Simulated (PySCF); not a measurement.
## Basis-set dependence of excited states

CH5Cl2Ga2N.
Structure used (PBE0-D3(BJ)/def2-SVP), in Å, numbered top down from 1:
```
atom  x, y, z in Å
C1     2.7732   -0.3559    0.0639
N2     1.5360   -0.5574   -0.0918
Ga3    0.2977    0.8370   -0.0573
Cl4   -1.2974    0.1027    1.5016
Ga5   -2.7480   -0.5421   -0.2761
Cl6   -1.1638    0.3223   -1.8295
H7     3.4823   -1.2082    0.0399
H8     3.2583    0.6317    0.2348
H9     0.4481    2.3820    0.0611
H10   -2.6656   -2.0881   -0.3824
H11   -3.9183    0.4804   -0.2508
```

TDDFT with PBE0 (PySCF), vertical singlets, core orbitals frozen in the response, spherical d and f functions. The structure is a single PBE0-D3(BJ)/def2-SVP conformer in the gas phase; no vibrational or solvent corrections. The PBE0/6-31G* calculation is non-relativistic and has no spin–orbit coupling, an omission that weighs most on gallium.

```json
{"basis": "6-31G*", "functions": "138", "diffuse": "no", "S1 (eV)": "3.95", "S2 (eV)": "5.25", "S3 (eV)": "5.49", "S4 (eV)": "5.93", "S5 (eV)": "6.16", "LUMO (eV)": "-1.07", "α (au)": "89.8"}
{"basis": "def2-SVP", "functions": "153", "diffuse": "no", "S1 (eV)": "3.85", "S2 (eV)": "5.32", "S3 (eV)": "5.69", "S4 (eV)": "6.11", "S5 (eV)": "6.31", "LUMO (eV)": "-1.07", "α (au)": "88.7"}
{"basis": "def2-SVPD", "functions": "210", "diffuse": "yes", "S1 (eV)": "3.82", "S2 (eV)": "5.17", "S3 (eV)": "5.40", "S4 (eV)": "5.86", "S5 (eV)": "6.05", "LUMO (eV)": "-1.23", "α (au)": "105.6"}
{"basis": "aug-cc-pVDZ", "functions": "217", "diffuse": "yes", "S1 (eV)": "3.82", "S2 (eV)": "5.12", "S3 (eV)": "5.35", "S4 (eV)": "5.77", "S5 (eV)": "5.85", "LUMO (eV)": "-1.23", "α (au)": "106.7"}
{"basis": "def2-TZVP", "functions": "262", "diffuse": "no", "S1 (eV)": "3.83", "S2 (eV)": "5.25", "S3 (eV)": "5.54", "S4 (eV)": "6.03", "S5 (eV)": "6.23", "LUMO (eV)": "-1.14", "α (au)": "100.7"}
```

Q: Compare the sets with the largest diffuse one.

A: States are compared by their number. Against the largest diffuse basis here (aug-cc-pVDZ, itself not a converged limit), sets without diffuse functions differ by up to 0.13 eV in S1 and 0.47 eV in S5; the smaller diffuse sets differ by up to 0.00 and 0.20 eV. State by state, the largest deviation of a set without diffuse functions is S1 0.13, S2 0.20, S3 0.34, S4 0.35, S5 0.47 eV. The same number needn't mean the same state in each row. Against aug-cc-pVDZ the polarisability deviates by -16% in 6-31G*, -17% in def2-SVP, -1% in def2-SVPD, -6% in def2-TZVP.
